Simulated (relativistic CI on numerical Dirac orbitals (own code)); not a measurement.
## Mn6+ (3d) in a crystal field

Calculated by Dirac-Coulomb-Breit CI, separate exchange-only KLI orbitals for each configuration, a model potential for QED, valence Slater integrals scaled by 0.75, one configuration in a parametric crystal field (own radial code).

Field parameters in Wybourne normalisation: Oh B⁴₀ = 21Dq, B⁴₄ = √(5/14) B⁴₀. The field is a parameter set, without covalency.

S is read from ⟨S²⟩ = S(S + 1).

Site symmetry Oh; labels are those of the double group. Computed levels in cm⁻¹ above the lowest, in rising order:

| Δ (size of 10Dq) | Lowest | No. 2 | No. 3 |
| --- | --- | --- | --- |
| 5900 | Γ8 | 844 Γ7 | 6290 Γ8 |
| 10600 | Γ8 | 816 Γ7 | 10934 Γ8 |
| 15300 | Γ8 | 805 Γ7 | 15612 Γ8 |
| 20000 | Γ8 | 799 Γ7 | 20300 Γ8 |
| 24700 | Γ8 | 795 Γ7 | 24992 Γ8 |
| 29400 | Γ8 | 793 Γ7 | 29687 Γ8 |
| 34100 | Γ8 | 791 Γ7 | 34383 Γ8 |
| 38800 | Γ8 | 789 Γ7 | 39080 Γ8 |
| 43500 | Γ8 | 788 Γ7 | 43778 Γ8 |

Ground-state S against |10Dq| in cm⁻¹: 5900: 0.50, 10600: 0.50, 15300: 0.50, 20000: 0.50, 24700: 0.50, 29400: 0.50, 34100: 0.50, 38800: 0.50, 43500: 0.50.

No abrupt spin change occurs in this range.
